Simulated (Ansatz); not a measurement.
System: sum formula SiH3S3, net charge 0, doublet state. It need not be the lowest isomer of its formula. 
Geometry from a B3LYP-D3(BJ)/def2-TZVP (Ansatz, a program for electronic structure) optimisation:
```
Si
S 1 2.1471
H 2 1.3450 1 94.06
S 1 2.1602 2 102.04 3 168.86
H 4 1.3438 1 93.61 2 151.70
S 1 2.1657 2 108.73 3 -70.23
H 6 1.3453 1 94.30 2 161.15
```
Charge 0, spin multiplicity 2.

Basis-set convergence of Hartree-Fock and CCSD correlation energies (hartree) with Ansatz. Correlated levels leave the core frozen unless marked. UHF or UKS for open shells. No spin-orbit coupling. Non-relativistic.

```
basis        functions        E(HF)  E(corr, CCSD)
-----------  ---------  -----------  -------------
cc-pV(D+d)Z        107  -1483.34952       -0.54011
cc-pV(T+d)Z        198  -1483.40889       -0.68838
cc-pV(Q+d)Z        346  -1483.42236       -0.73633
```

Extrapolating the two largest sets (X = 3 and 4) as X^-3: E(corr) = (64·(-0.73633) - 27·(-0.68838))/37 = -0.7713 Eh, an estimate of the basis-set limit. The largest set recovers 95.5 % of it, the smallest 70.0 %.
